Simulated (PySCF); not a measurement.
Gas-phase reaction: GeH₂ + 4 HCl → GeCl₄ + 3 H₂

Energies from PySCF (xtb for GFN2), thermal terms from the rigid-rotor harmonic-oscillator model, ideal gas at 1 bar. † marks an energy on the PBE0/def2-TZVP geometry and frequencies; other levels use their own. MP2 and CCSD(T) freeze the core. 6-31G* has spherical d functions here. All species are closed-shell singlets. B3LYP is the form with VWN-RPA correlation. Ge: all electrons, no relativistic terms. GeH₂: computed as isolated molecules; such fragments, hydroxides, amides, oligomers or adducts are transient or little studied in the gas. MP2 isn't extrapolated to the basis-set limit; its ΔH°(298 K) is -398.0 kJ in def2-SVP and -428.4 kJ in def2-TZVPP. CCSD(T) isn't extrapolated to the basis-set limit; its ΔH°(298 K) is -353.9 kJ in def2-SVP and -382.3 kJ in def2-TZVPP. The harmonic model lacks anharmonicity and excited electronic states, which grow with temperature; levels with a mode under 35 cm⁻¹ are left out.

```json
[
 {"level": "B3LYP/6-31G*", "ΔE electronic, kJ": "-388", "ΔH°(298 K), kJ": "-389", "ΔS°(298 K), J/K": "-226", "ΔG°(800 K), kJ": "-218"},
 {"level": "B3LYP/def2-TZVP†", "ΔE electronic, kJ": "-354", "ΔH°(298 K), kJ": "-357", "ΔS°(298 K), J/K": "-227", "ΔG°(800 K), kJ": "-185"},
 {"level": "CCSD(T)/def2-SVP†", "ΔE electronic, kJ": "-350", "ΔH°(298 K), kJ": "-354", "ΔS°(298 K), J/K": "-227", "ΔG°(800 K), kJ": "-182"},
 {"level": "GFN2-xTB", "ΔE electronic, kJ": "-364", "ΔH°(298 K), kJ": "-365", "ΔS°(298 K), J/K": "-210", "ΔG°(800 K), kJ": "-207"},
 {"level": "HF/def2-TZVP†", "ΔE electronic, kJ": "-348", "ΔH°(298 K), kJ": "-351", "ΔS°(298 K), J/K": "-227", "ΔG°(800 K), kJ": "-179"},
 {"level": "MP2/def2-SVP†", "ΔE electronic, kJ": "-394", "ΔH°(298 K), kJ": "-398", "ΔS°(298 K), J/K": "-227", "ΔG°(800 K), kJ": "-226"},
 {"level": "MP2/def2-TZVPP†", "ΔE electronic, kJ": "-425", "ΔH°(298 K), kJ": "-428", "ΔS°(298 K), J/K": "-227", "ΔG°(800 K), kJ": "-256"},
 {"level": "PBE/def2-SVP", "ΔE electronic, kJ": "-385", "ΔH°(298 K), kJ": "-388", "ΔS°(298 K), J/K": "-223", "ΔG°(800 K), kJ": "-219"},
 {"level": "PBE/def2-TZVP†", "ΔE electronic, kJ": "-379", "ΔH°(298 K), kJ": "-383", "ΔS°(298 K), J/K": "-227", "ΔG°(800 K), kJ": "-211"},
 {"level": "PBE0/def2-QZVP†", "ΔE electronic, kJ": "-368", "ΔH°(298 K), kJ": "-371", "ΔS°(298 K), J/K": "-227", "ΔG°(800 K), kJ": "-199"}
]
```
ΔH° is lowest at MP2/def2-TZVPP† and highest at HF/def2-TZVP†. No reference value is set beside these.
